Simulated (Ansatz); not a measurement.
`[NH2][Sc]([NH2])[NH2]`. Charge 0, multiplicity 1. All single points use the PBE0-D4/def2-TZVP geometry. It is one conformer, not always the lowest.

```xyz
10

N    -1.960   -0.353    0.088
Sc    0.001   -0.003    0.003
N     0.843    1.273    1.284
N     1.119   -0.923   -1.369
H    -2.620    0.058    0.737
H    -2.488   -0.974   -0.513
H     1.822    1.528    1.328
H     0.371    1.794    2.013
H     0.796   -1.582   -2.067
H     2.117   -0.818   -1.505
```

(1) What is the dipole moment at PBE/def2-TZVPP? (Best estimate.)

(2) Give the Mulliken charges with PBE, r2SCAN, B3LYP in def2-TZVPP. (Best estimate.)

Results:

(1) Ansatz gave: 0.00 D, zero by symmetry or nearly so.

(2) Computed: 
```tsv
atom	PBE	r2SCAN	B3LYP
N1	-0.46	-0.52	-0.47
Sc2	0.63	0.77	0.72
N3	-0.46	-0.52	-0.47
N4	-0.46	-0.52	-0.47
H5	0.12	0.13	0.11
H6	0.12	0.13	0.11
H7	0.12	0.13	0.11
H8	0.12	0.13	0.11
H9	0.12	0.13	0.11
H10	0.12	0.13	0.11
```

B3LYP here is the variant with VWN-RPA as its local correlation; programs differ in this.
